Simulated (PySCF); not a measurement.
# `InChI=1S/C7H10O/c1-2-3-6-4-5-7(6)8/h6-8H,4-5H2,1H3/t6-,7+/m1/s1`

Geometry:
| atom | x (Å) | y (Å) | z (Å) |
| --- | --- | --- | --- |
| C1 | 3.057 | -0.296 | -1.223 |
| C2 | 1.869 | -0.072 | -0.428 |
| C3 | 0.912 | 0.106 | 0.275 |
| C4 | -0.298 | 0.346 | 1.025 |
| C5 | -1.190 | -0.908 | 1.171 |
| C6 | -2.096 | -0.389 | 0.046 |
| C7 | -1.420 | 0.995 | 0.157 |
| O8 | -1.055 | 1.650 | -1.016 |
| H9 | 3.927 | -0.392 | -0.575 |
| H10 | 3.214 | 0.544 | -1.900 |
| H11 | 2.950 | -1.208 | -1.809 |
| H12 | -0.060 | 0.873 | 1.951 |
| H13 | -0.693 | -1.857 | 0.985 |
| H14 | -1.692 | -0.947 | 2.135 |
| H15 | -3.168 | -0.416 | 0.226 |
| H16 | -1.882 | -0.859 | -0.913 |
| H17 | -2.018 | 1.709 | 0.727 |
| H18 | -0.367 | 1.128 | -1.450 |

Level of theory: PySCF 2.14.0, TDDFT PBE0/def2-SVPD circular dichroism and optical rotation, one conformer, gas phase. Geometry: GFN2-xTB.

The molecule is flexible and this is one conformer; a measurement averages over conformers. States above about 7.2 eV (minus the energy of the highest occupied orbital) lie near or above the ionisation threshold and depend on the basis.

Problem. Draw the ECD and absorption spectra from the lowest 8 states, each a Gaussian of half-width 0.2 eV at 1/e height.

Solution. 
```csv
E (eV),λ (nm),Δε (L mol⁻¹ cm⁻¹),ε (L mol⁻¹ cm⁻¹)
5.94,209,0.00,0.155
6.09,204,+0.01,4.06
6.24,199,+0.05,43.4
6.39,194,+0.21,272
6.54,190,+1.54,1040
6.69,185,+4.26,1740
6.84,181,+3.21,1280
6.99,177,-0.57,1480
7.14,174,+5.41,3010
7.29,170,+28.00,3820
```
Δε uses R in velocity form, ε uses f in length form. Only the states computed contribute, so the short-wavelength end is incomplete.
